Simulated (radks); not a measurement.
Zr XXXI, configuration [Ne]. Calculated with a radial shooting solver on a logarithmic mesh with Libxc functionals: scalar-relativistic Kohn-Sham, BLYP, spin-polarised, spherical densities, finite nucleus; Fermi nuclear charge, rms radius 4.2694 fm.

Radial electron density D(r) = 4 pi r^2 rho(r):

```
   r/bohr * D(r) (the largest magnitude, 54.7, reaches the edge; | marks zero)
 0.001845 | *
 0.002031 | *
 0.002236 |  *
 0.002461 |  *
 0.002709 |   *
 0.002982 |    *
 0.003283 |     *
 0.003613 |      *
 0.003977 |       *
 0.004378 |        *
 0.004819 |         *
 0.005305 |           *
 0.005886 |             *
 0.006479 |               *
 0.007132 |                 *
 0.007851 |                    *
 0.008642 |                      *
 0.009513 |                         *
  0.01047 |                            *
  0.01153 |                               *
  0.01269 |                                  *
  0.01397 |                                     *
  0.01537 |                                        *
  0.01692 |                                           *
  0.01863 |                                             *
   0.0205 |                                               *
  0.02257 |                                                *
  0.02484 |                                                 *
  0.02735 |                                                 *
   0.0301 |                                                *
  0.03314 |                                               *
  0.03648 |                                             *
  0.04015 |                                           *
   0.0442 |                                         *
  0.04865 |                                        *
  0.05355 |                                       *
  0.05895 |                                       *
  0.06489 |                                        *
  0.07142 |                                          *
  0.07862 |                                             *
  0.08654 |                                                *
  0.09526 |                                                   *
   0.1049 |                                                     *
   0.1154 |                                                      *
   0.1281 |                                                     *
    0.141 |                                                 *
   0.1552 |                                            *
   0.1708 |                                     *
    0.188 |                              *
    0.207 |                       *
   0.2278 |                *
   0.2508 |          *
   0.2761 |      *
   0.3039 |   *
   0.3345 | *
   0.3682 |*
   0.4053 *
   0.4461 *
   0.4911 *
   0.5406 *
```

D(r) has 2 maxima, at r = 0.0259, 0.115 bohr, and minima at 0.0557 bohr, inside which lie 2.10 electrons.
